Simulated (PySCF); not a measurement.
Labels have come off several samples. The candidates:

A. `C(C/C=N/C)#CC(F)(F)F`
B. `O1[C@@H](F)[C@]2(C1)CO[C@@H]2C(F)(F)F`
C. SMILES C1=CC(c2ccccn2)=C[SiH2]1
D. SMILES P(C)c1ccc(F)cc1
E. SMILES C(C/C(=C\OC(C)=O)F)(F)(F)F

Spectrum 1. 1H NMR (300 MHz, computed): δ 9.10 (d, 1H), 9.01 (d, 1H), 8.20 (d, 1H), 7.99 (m, 1H), 7.32 (m, 1H), 6.91 (t, 1H), 6.40 (m, 1H), 4.90 (m, 2H). 13C{1H} NMR (computed): δ 165.9 (C), 159.7 (CH), 158.2 (C), 154.7 (CH), 142.1 (CH), 133.2 (CH), 129.5 (CH), 127.4 (CH), 126.3 (CH).

Spectrum 2. 1H NMR (300 MHz, computed): δ 7.66 (t, 1H), 3.69 (s, 3H), 3.37 (d, 2H). 13C{1H} NMR (computed): δ 159.1 (CH), 123.8 (C), 93.4 (C), 77.9 (C), 50.4 (CH3), 29.8 (CH2).

Spectrum 3. 1H NMR (300 MHz, computed): δ 6.40 (m, 1H), 5.38 (m, 1H), 4.96 (m, 1H), 4.83 (m, 1H), 4.76 (m, 1H), 4.66 (m, 1H). 13C{1H} NMR (computed): δ 132.9 (C), 116.8 (CH), 85.0 (CH), 79.0 (CH2), 76.9 (CH2), 50.5 (C).

Spectrum 4. 1H NMR (300 MHz, computed): δ 8.37 (m, 1H), 3.24 (m, 2H), 2.26 (s, 3H). 13C{1H} NMR (computed): δ 171.3 (C), 155.4 (C), 134.9 (CH), 134.1 (C), 39.5 (CH2), 22.7 (CH3).

Spectrum 5. 1H NMR (300 MHz, computed): δ 7.70 (m, 2H), 7.29 (m, 2H), 4.21 (m, 1H), 1.37 (m, 3H). 13C{1H} NMR (computed): δ 172.6 (C), 142.9 (C), 138.9 (CH), 121.5 (CH), 13.3 (CH3).

- geometry from GFN2-xTB
- PBE0/pcSseg-1 with gauge-including orbitals
- code: PySCF 2.14
- non-relativistic, isolated molecule, fast rotation and ring inversion assumed for equivalent nuclei, single conformer

Referencing at the same level of theory: 1H (31.72 ppm), 13C (186.93 ppm) vs TMS. Splittings of carbon signals by F and P are missing where no couplings were computed. Where no couplings were computed, multiplicities follow the n + 1 count of equivalent neighbours, and m marks all less simple cases (inequivalent or close neighbours, rings, F or P nearby). Shifts are as computed. Against solution values, carbons near 30 ppm lie about +3 ppm off and those near 130 ppm about +5 ppm. Of 1211 compounds with measured shifts, 218 miss one by over three times the rms of a fit or turn the order of signals round; such compounds aren't used in these exercises.

**Question.** Which spectrum belongs to which compound?

**Answer.** 1–C, 2–A, 3–B, 4–E, 5–D.

- Spectrum 1 (C): 9 13C signals; δC 159.7 is an alkene CH; δC 154.7 is an aromatic CH next to a ring nitrogen.
- Spectrum 2 (A): 6 13C signals; δC 123.8 is a CF3 carbon; δC 93.4 is an alkyne carbon.
- Spectrum 3 (B): 6 13C signals; δC 132.9 is a CF3 carbon; δC 116.8 is an sp3 CH bonded to F and O.
- Spectrum 4 (E): 6 13C signals; δC 171.3 is an ester carbonyl carbon; δC 134.9 is an alkene carbon bearing oxygen.
- Spectrum 5 (D): 5 13C signals; δC 172.6 is an aromatic carbon bearing fluorine; δC 138.9 is an aromatic CH.
